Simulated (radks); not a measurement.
Ionisation of the holmium ion Ho+, [Xe] 4f11 6s1, to [Xe] 4f11 as the strength of local exchange is varied. Calculated with a radial shooting solver on a logarithmic mesh with Libxc functionals: Dirac Kohn-Sham, Slater X-alpha exchange (alpha = 2/3 is LDA exchange), no correlation, spin-unpolarised, spherical densities, point nucleus; open shells fill j = l - 1/2 first.

| alpha | E(Ho+) (hartree) | exchange (hartree) | IE (eV) | -e of the level emptied (eV) | <r> of it (bohr) |
|---|---|---|---|---|---|
| 0.667 | -12613.5742 | -256.8031 | 11.134 | 8.323 (6s1/2) | 3.705 |
| 0.785 | -12659.0955 | -303.4286 | 11.726 | 8.930 (6s1/2) | 3.612 |
| 0.811 | -12669.1497 | -313.7491 | 11.861 | 9.068 (6s1/2) | 3.592 |
| 0.825 | -12674.5671 | -319.3133 | 11.933 | 9.143 (6s1/2) | 3.581 |
| 0.995 | -12740.5496 | -387.2702 | 12.843 | 10.086 (6s1/2) | 3.455 |
| 1.032 | -12754.9593 | -402.1564 | 13.047 | 10.299 (6s1/2) | 3.429 |
| 1.05 | -12761.9757 | -409.4106 | 13.147 | 10.404 (6s1/2) | 3.416 |

NIST Atomic Spectra Database: 11.78 eV (semi-empirical). The Delta-SCF value meets it near alpha = 0.80. Spin polarisation and multiplet splitting are left out, so open shells lie too high by an amount that depends on their filling.

Beside tabulated values, note that spin-unpolarised runs miss the spin-polarisation part of the exchange energy of open shells.
